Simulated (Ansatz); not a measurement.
Total energies of Ge(SMe)2Me2 (C4H12GeS2) from Ansatz at r2SCAN0-D4/def2-TZVP, gas phase (1 Eh = 27.2114 eV = 2625.5 kJ/mol). The reference geometry is relaxed at r2SCAN-D4/def2-SVP.

```json
{"state": "charge 0 singlet", "geometry": "reference", "energy (Eh)": "-3032.99414"}
{"state": "charge 1 doublet", "geometry": "reference", "energy (Eh)": "-3032.68725"}
{"state": "free Ge atom (triplet)", "geometry": "–", "energy (Eh)": "-2076.88736"}
{"state": "free S atom (triplet)", "geometry": "–", "energy (Eh)": "-398.08343"}
{"state": "free C atom (triplet)", "geometry": "–", "energy (Eh)": "-37.83406"}
{"state": "free H atom (doublet)", "geometry": "–", "energy (Eh)": "-0.49987"}
```

(1) Work out the vertical ionisation energy to the doublet.

(2) What is the binding energy per atom against free atoms?

(1) E(charge 1 doublet) − E(charge 0 singlet) = -3032.68725 − (-3032.99414) = 0.30689 Eh = 8.35 eV. For comparison, −ε of the highest occupied level is 6.72 eV at this level, 1.63 eV less.

(2) Atoms: 1 × (-2076.88736) + 2 × (-398.08343) + 4 × (-37.83406) + 12 × (-0.49987) = -3030.38890 Eh. Binding: -3030.38890 − (-3032.99414) = 2.60524 Eh = 70.89 eV, or 3.73 eV for each of 19 atoms (no zero-point energy, no counterpoise term).
